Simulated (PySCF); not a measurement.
Species: C3H7FPSi2 (doublet state).
Structure used (GFN2-xTB), in Å, numbered top down from 1:
```
atom  x, y, z in Å
C1    -3.0270    0.9849    0.2508
C2    -1.8917    0.1613   -0.0983
C3    -0.9431   -0.5245   -0.3874
Si4    0.5101   -1.5584   -0.8455
Si5    2.2204   -0.8392    0.5713
F6     3.4678   -1.8231    0.1454
P7     3.1073    1.1908    0.1608
H8    -3.8721    0.7482   -0.3954
H9    -3.3140    0.8062    1.2869
H10   -2.7740    2.0384    0.1306
H11    0.6885   -1.4297   -2.3008
H12    0.2010   -2.9625   -0.5459
H13    3.6749    1.3499    1.4149
H14    1.9512    1.8573    0.5308
```

The hyperfine couplings belong to this conformer and change with its torsions.

As a line formula: `CC#C[SiH2][Si](F)P` [radical].

Method: UKS B3LYP, pcH-1 on C F H P Si, non-relativistic, mean-field spin-orbit, GIAO in PySCF 2.14.0. The structure is a single GFN2-xTB conformer in the gas phase; no vibrational or solvent corrections. The geometry wasn't refined by DFT: couplings that depend on bond lengths, twists or pyramidal angles can differ widely from those at the functional's own minimum, by a factor of two or more for some ions and for spin on atoms past the first row. Stability of the SCF solution: not tested.

Principal values of hyperfine tensors in MHz (contact, dipolar and spin–orbit terms together), for some of the nuclei:

```tsv
atom	isotope	A1	A2	A3
F6	19F	-29.73	-27.17	347.40
Si4	29Si	-114.92	-83.79	-80.92
H11	1H	57.97	60.31	63.15
H13	1H	33.93	37.39	43.00
P7	31P	-74.06	-63.91	111.24
H12	1H	-8.61	-7.27	-2.46
C3	13C	-3.93	-3.11	-2.55
H14	1H	-6.64	-2.35	1.12
```

(1) Give the isotropic coupling of each nucleus in MHz and in mT (g = 2.0036), and the anisotropic part.

(2) What spin density at the nucleus of Si4 lies behind its contact coupling (g_N = -1.11058)?

(3) Si5 (29Si, g_N = -1.11058) isn't in the table. Its spin density at the nucleus is 0.5636 bohr⁻³. What is its contact coupling?

(4) Name the largest traceless tensor T of the table and describe it.

(5) In a single crystal, with the field along each principal axis of the tensor of H11 in turn, what first-order splitting does this nucleus give (isotropic g, quadrupole terms neglected)?

## Answers

(1) a_iso is a third of the trace, T = A − a_iso, and a(mT) = a(MHz)/(g × 13.996). The tensors hold a spin–orbit part: the run splits a_iso into a_FC + a_SO, and T includes its anisotropic share.

| atom | a_iso (MHz) | a_FC | a_SO | a_iso (mT) | T1 | T2 | T3 |
| --- | --- | --- | --- | --- | --- | --- | --- |
| F6 | 96.84 | 94.50 | 2.34 | 3.453 | -126.56 | -124.00 | 250.57 |
| Si4 | -93.21 | -93.34 | 0.13 | -3.324 | -21.71 | 9.42 | 12.29 |
| H11 | 60.48 | 60.48 | 0.00 | 2.157 | -2.51 | -0.17 | 2.67 |
| H13 | 38.11 | 38.10 | 0.01 | 1.359 | -4.18 | -0.71 | 4.89 |
| P7 | -8.91 | -8.45 | -0.46 | -0.318 | -65.15 | -55.00 | 120.15 |
| H12 | -6.11 | -6.11 | 0.00 | -0.218 | -2.50 | -1.15 | 3.65 |
| C3 | -3.20 | -3.20 | 0.00 | -0.114 | -0.74 | 0.09 | 0.65 |
| H14 | -2.63 | -2.65 | 0.02 | -0.094 | -4.02 | 0.27 | 3.75 |

(2) a_FC = (2μ0/3) gₑ μB g_N μN ρ(0)/(2S·h) = 800.24 MHz × g_N × ρ(0)/(2S), with ρ in bohr⁻³. With a_FC = -93.34 MHz and 2S = 1, ρ(0) = 0.105 bohr⁻³. The nuclear moment is negative, so coupling and spin density have opposite signs.

(3) By the same relation, a_FC = -500.8 MHz. The spin–orbit term adds +0.77 MHz. Its full tensor has the principal values -644.14, -428.80, -427.29 MHz.

(4) F6: -126.6, -124.0, 250.6 MHz (the dipolar term alone has -128.1, -125.0, 253.0), axial, in the ratio −1:−1:+2.

(5) 2 lines (I = 1/2), spaced by |A_i|/(g × 13.996): 2.07, 2.15, 2.25 mT along the axes of A1, A2 and A3.
